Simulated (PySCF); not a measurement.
# Löwdin shares of the frontier orbitals

Compound: ethylmethylacetylchloride, C₅H₉ClO.
Numbering: `[CH3:1][CH2:2][C@H:3]([CH3:4])[C:5](=[O:6])[Cl:7]` (hydrogens: H8, H9, H10 on C1; H11, H12 on C2; H13 on C3; H14, H15, H16 on C4)

Geometry (PBE0-D3(BJ)/def2-SVP, Å), atoms numbered from 1 in this order:
```xyz
16
C5H9ClO angstrom
C      1.8286    0.8528   -0.1546
C      0.7997   -0.1983   -0.5347
C     -0.3767   -0.3043    0.4394
C     -1.3808   -1.3733    0.0165
C     -1.0671    1.0246    0.6362
O     -1.2141    1.6172    1.6476
Cl    -1.7223    1.7021   -0.9046
H      2.2319    0.6772    0.8553
H      1.3960    1.8658   -0.1697
H      2.6739    0.8490   -0.8583
H      0.4037    0.0033   -1.5434
H      1.2717   -1.1939   -0.5793
H      0.0097   -0.5432    1.4446
H     -1.8109   -1.1366   -0.9675
H     -0.8754   -2.3479   -0.0523
H     -2.2035   -1.4663    0.7405
```

The calculation used TDDFT CAM-B3LYP/def2-SVPD, vertical, gas phase, core orbitals frozen in the response in PySCF.

Kohn–Sham orbitals with the atoms that hold most of them (Löwdin shares over 4%, at most four atoms; ? is withheld):

| orbital | ε (eV) | atoms |
| --- | --- | --- |
| HOMO-3 | -11.20 | C2 22%, C3 19%, C1 12%, H11 9% |
| HOMO-2 | -10.68 | Cl7 76%, O6 10%, C5 9% |
| HOMO-1 | -10.60 | ? |
| HOMO | -9.83 | O6 48%, Cl7 25%, C5 8%, C3 8% |
| LUMO | 0.08 | ? |
| LUMO+1 | 1.06 | Cl7 29%, C5 10%, C4 9%, C1 7% |
| LUMO+2 | 1.63 | Cl7 39%, C5 11%, H12 10%, H15 7% |

(1) Give the leading atoms of the LUMO.

(2) Which atoms hold the HOMO-1, and with what shares?

(3) How does S1 compare with the orbital gap of 9.91 eV?

(4) Give energy, strength and leading configuration of S1, S2 and S3, and follow the Löwdin shares of the leading atoms from the occupied to the empty orbital.

Answers

(1) C5 (bonded to C, Cl and O) 40%; O6 (bonded to C) 33%; Cl7 (bonded to C) 11%; C3 (bonded to 3 C and H) 4%. By element: carbon 45% or more, oxygen 33%, chlorine 11%.

(2) Cl7 (bonded to C) 78%; C5 (bonded to C, Cl and O) 8%; C3 (bonded to 3 C and H) 5%. By element: chlorine 78%, carbon 12% or more.

(3) S1 is at 5.12 eV (f = 0.0008), 4.79 eV below the gap, made of HOMO→LUMO (95%). Without the coupling terms of the response equations the lowest excitation would equal the gap.

(4) 
- S1 (5.12 eV, f 0.0008), HOMO→LUMO (95%): O6 48% → 33%, Cl7 25% → 11%, C5 8% → 40%
- S2 (6.71 eV, f 0.0000), HOMO-1→LUMO (96%): Cl7 78% → 11%, C5 8% → 40%, O6 at most 4% → 33%
- S3 (7.00 eV, f 0.0040), HOMO-2→LUMO (74%): Cl7 76% → 11%, O6 10% → 33%, C5 9% → 40%

Löwdin shares depend on the basis, the more so with diffuse functions.

Time: 5.0 min of wall time; peak memory 1.0 GiB. Hardware: Arm Neoverse V1, one thread, no GPU, on a shared host.

One conformer stands for the species.
